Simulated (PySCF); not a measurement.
## Radial density of Kr²⁺ (krypton, charge +2)

UHF, [Ar] 3d10 4s2 4p4, high-spin 3P determinant. Computed with PySCF 2.14 in aug-cc-pVDZ-DK, with the spin-free X2C one-electron Hamiltonian (Gaussian nucleus).

```json
{"r (bohr)": "0.000923", "4πr²ρ (e/bohr)": "0.6066", "4πr²(ρα − ρβ)": "0.0000"}
{"r (bohr)": "0.00155", "4πr²ρ (e/bohr)": "1.441", "4πr²(ρα − ρβ)": "0.0000"}
{"r (bohr)": "0.00261", "4πr²ρ (e/bohr)": "3.370", "4πr²(ρα − ρβ)": "0.0000"}
{"r (bohr)": "0.00439", "4πr²ρ (e/bohr)": "7.586", "4πr²(ρα − ρβ)": "0.0001"}
{"r (bohr)": "0.00739", "4πr²ρ (e/bohr)": "15.81", "4πr²(ρα − ρβ)": "0.0003"}
{"r (bohr)": "0.0124", "4πr²ρ (e/bohr)": "28.79", "4πr²(ρα − ρβ)": "0.0013"}
{"r (bohr)": "0.0209", "4πr²ρ (e/bohr)": "41.94", "4πr²(ρα − ρβ)": "0.0059"}
{"r (bohr)": "0.0352", "4πr²ρ (e/bohr)": "43.55", "4πr²(ρα − ρβ)": "0.0254"}
{"r (bohr)": "0.0591", "4πr²ρ (e/bohr)": "36.66", "4πr²(ρα − ρβ)": "0.0790"}
{"r (bohr)": "0.0995", "4πr²ρ (e/bohr)": "48.28", "4πr²(ρα − ρβ)": "0.1201"}
{"r (bohr)": "0.167", "4πr²ρ (e/bohr)": "47.61", "4πr²(ρα − ρβ)": "0.0107"}
{"r (bohr)": "0.281", "4πr²ρ (e/bohr)": "29.69", "4πr²(ρα − ρβ)": "0.1284"}
{"r (bohr)": "0.473", "4πr²ρ (e/bohr)": "36.70", "4πr²(ρα − ρβ)": "0.2267"}
{"r (bohr)": "0.796", "4πr²ρ (e/bohr)": "13.05", "4πr²(ρα − ρβ)": "0.1430"}
{"r (bohr)": "1.34", "4πr²ρ (e/bohr)": "5.240", "4πr²(ρα − ρβ)": "1.4135"}
{"r (bohr)": "2.25", "4πr²ρ (e/bohr)": "1.853", "4πr²(ρα − ρβ)": "0.6767"}
{"r (bohr)": "3.79", "4πr²ρ (e/bohr)": "0.09846", "4πr²(ρα − ρβ)": "0.0378"}
{"r (bohr)": "6.37", "4πr²ρ (e/bohr)": "0.0001321", "4πr²(ρα − ρβ)": "0.0001"}
```

Densities and radii are taken from the X2C orbitals without a picture-change correction, which distorts them close to the nucleus.
